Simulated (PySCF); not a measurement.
Computed shifts of a molecule C5H6Se, PBE/pcSseg-1 run with PySCF, GIAO, gas phase, equivalent atoms averaged, in ppm (number of nuclei): ¹³C: 86.9 (1), 73.2 (1), 22.6 (1), 21.9 (1), 14.8 (1). ¹H: 2.95 (1), 2.35 (1), 1.93 (1), 1.90 (1), 1.43 (1), 0.95 (1). References: ¹³C against TMS (σ = 182.0 ppm); ⁷⁷Se against Me2Se (σ = 1634.8 ppm); ¹H against TMS (σ = 31.49 ppm), references at their B3LYP-D3(BJ)/def2-TZVP geometries, non-relativistic. The structure is a stationary point at PBE0-D3(BJ)/def2-SVP. Other conformers were not sampled.

**Question.** Identify the compound among the candidates.
A) C=C1C=CC[Se]1
B) C#C[C@H]1C[C@H]1[SeH]
C) C#CC1C[Se]C1
D) C=C=C[Se]C=C

**Answer.** B, C#C[C@H]1C[C@H]1[SeH]
